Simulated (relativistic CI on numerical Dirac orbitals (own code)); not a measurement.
# Radial parameters of Pr8+

These numbers are calculated, not measured: Dirac-Coulomb-Breit CI, KLI orbitals optimised for each configuration, model QED, unscaled Slater integrals (own radial code, finite nucleus).

Slater integrals F^k, G^k are unscaled and averaged over j, outside the closed core [Kr] 4d10; ζ comes from projecting the Hamiltonian with its Breit term on Σ l·s of the shell.

- 4f 5s2 5p2: ζ(4f) = 858.85, F^2(5p,5p) = 72465, F^2(4f,5p) = 58283, G^2(4f,5p) = 27578, G^4(4f,5p) = 22512, ζ(5p) = 22769 cm⁻¹; <r>(4f) = 0.8592, <r^2>(4f) = 0.891, <r>(5p) = 1.483, <r^2>(5p) = 2.453 (bohr units).
- 5s2 5p3: F^2(5p,5p) = 73414, ζ(5p) = 23697 cm⁻¹; <r>(5p) = 1.463, <r^2>(5p) = 2.387 (bohr units).
- 4f2 5s2 5p: F^2(4f,4f) = 110100, F^4(4f,4f) = 69647, F^6(4f,4f) = 50268, ζ(4f) = 769.43, F^2(4f,5p) = 58117, G^2(4f,5p) = 28712, G^4(4f,5p) = 23168, ζ(5p) = 21891 cm⁻¹; <r>(4f) = 0.8874, <r^2>(4f) = 0.9547, <r>(5p) = 1.502, <r^2>(5p) = 2.516 (bohr units).

Averages of the first 10 configurations, taken without configuration mixing, which lowers the lowest level and can move excited configurations by several eV; other configurations of the list can lie among them:

```json
{"Configuration": "4f 5s2 5p2", "Parity": "odd", "States": "210", "Average energy above the lowest level (eV)": "9.1"}
{"Configuration": "5s2 5p3", "Parity": "odd", "States": "20", "Average energy above the lowest level (eV)": "5.5"}
{"Configuration": "4f2 5s2 5p", "Parity": "odd", "States": "546", "Average energy above the lowest level (eV)": "16.6"}
{"Configuration": "4f 5s 5p3", "Parity": "even", "States": "560", "Average energy above the lowest level (eV)": "31.5"}
{"Configuration": "4f 5s2 5p 5d", "Parity": "even", "States": "840", "Average energy above the lowest level (eV)": "41.7"}
{"Configuration": "5s 5p4", "Parity": "even", "States": "30", "Average energy above the lowest level (eV)": "29.7"}
{"Configuration": "4f3 5s 5p", "Parity": "even", "States": "4368", "Average energy above the lowest level (eV)": "46.6"}
{"Configuration": "5s2 5p2 5d", "Parity": "even", "States": "150", "Average energy above the lowest level (eV)": "38.6"}
{"Configuration": "4f2 5s 5p2", "Parity": "even", "States": "2730", "Average energy above the lowest level (eV)": "37.3"}
{"Configuration": "4f2 5s2 5d", "Parity": "even", "States": "910", "Average energy above the lowest level (eV)": "48.6"}
```
